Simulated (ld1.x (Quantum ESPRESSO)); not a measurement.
An all-electron radial function and its pseudo partner (Bi (Z = 83))

Columns: radius, all-electron u(r) and pseudo u(r) of the 6p shell (level -27.61 eV) of bismuth in the configuration [Xe] 4f14 5d10 6s2 6p0; PBE, scalar-relativistic, TM scheme, ld1.x (Quantum ESPRESSO) 7.5.

| r (bohr) | all-electron | pseudo |
| --- | --- | --- |
| 0.145 | -0.1456 | 0.0056 |
| 0.290 | 0.2266 | 0.0221 |
| 0.435 | 0.0626 | 0.0488 |
| 0.580 | -0.2405 | 0.0846 |
| 0.725 | -0.3689 | 0.1283 |
| 0.870 | -0.3163 | 0.1793 |
| 1.015 | -0.1583 | 0.2375 |
| 1.160 | 0.0375 | 0.3039 |
| 1.305 | 0.2291 | 0.3793 |
| 1.450 | 0.3953 | 0.4627 |
| 1.595 | 0.5280 | 0.5494 |
| 1.740 | 0.6259 | 0.6296 |
| 1.885 | 0.6917 | 0.6918 |
| 2.030 | 0.7294 | 0.7294 |
| 2.175 | 0.7437 | 0.7437 |
| 2.320 | 0.7393 | 0.7393 |
| 2.465 | 0.7205 | 0.7205 |
| 2.610 | 0.6911 | 0.6911 |
| 2.755 | 0.6544 | 0.6544 |
| 2.900 | 0.6129 | 0.6129 |
| 3.045 | 0.5686 | 0.5686 |
| 3.190 | 0.5232 | 0.5232 |
| 3.335 | 0.4780 | 0.4780 |
| 3.480 | 0.4337 | 0.4337 |
| 3.625 | 0.3912 | 0.3912 |
| 3.770 | 0.3509 | 0.3509 |

Q: How many radial nodes do the two functions have?

A: The all-electron 6p function has n − l − 1 = 4 (the table is too coarse to show those close to the nucleus); the pseudo-wave has 0, since the states of the same l below it are removed with the core.

Q: At about which radius was the pseudo-wave matched?

A: 2.05 bohr. The columns agree to 0.0005 from 1.89 bohr on; several derivatives are matched, so the curves merge somewhat inside the radius.

Q: Is the pseudo-wave norm-conserving?

A: Yes: the TM scheme keeps the norm inside the radius equal to the all-electron one, which fixes the energy derivative of the logarithmic derivative at the level.
